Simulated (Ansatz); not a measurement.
C$_{2}$H$_{7}$FGeO, SMILES `[CH3][Ge]([CH3])([OH])[F]`. The species carries charge 0 and has multiplicity 1. The structure was optimised at the PBE0-D4/def2-TZVP level. It is one conformer, not always the lowest.

```xyz
12

C    -0.358    1.614   -0.449
Ge   -0.025   -0.077    0.434
C    -0.036   -1.692   -0.617
O     1.508   -0.075    1.321
F    -1.283   -0.214    1.643
H    -1.326    1.590   -0.951
H     0.421    1.815   -1.185
H    -0.367    2.419    0.287
H    -0.998   -1.813   -1.116
H     0.135   -2.545    0.039
H     0.754   -1.658   -1.368
H     1.576    0.636    1.961
```

**Question.** What is the dipole moment at B3LYP/def2-TZVPP? (Best estimate.)

**Answer.** The calculation gave: 2.30 D, with components (0.39, 1.16, -1.95) D in this frame, pointing from negative to positive charge.

**Question.** And with PBE, r2SCAN, ωB97M-V? (An estimate is asked.)

**Answer.** Computed: PBE 2.20 D, r2SCAN 2.27 D, ωB97M-V 2.30 D.

**Question.** Give the Mulliken charges with B3LYP, ωB97M-V, r2SCAN in def2-TZVPP. (An estimate is asked.)

**Answer.** Ansatz gave: 
| atom | B3LYP | ωB97M-V | r2SCAN |
| --- | --- | --- | --- |
| C1 | -0.40 | -0.46 | -0.32 |
| Ge2 | 0.79 | 0.77 | 0.76 |
| C3 | -0.38 | -0.44 | -0.30 |
| O4 | -0.43 | -0.42 | -0.45 |
| F5 | -0.41 | -0.40 | -0.40 |
| H6 | 0.11 | 0.13 | 0.09 |
| H7 | 0.11 | 0.13 | 0.09 |
| H8 | 0.11 | 0.13 | 0.08 |
| H9 | 0.11 | 0.13 | 0.08 |
| H10 | 0.12 | 0.14 | 0.09 |
| H11 | 0.11 | 0.13 | 0.08 |
| H12 | 0.17 | 0.16 | 0.19 |

B3LYP here is the variant with VWN-RPA as its local correlation; programs differ in this.
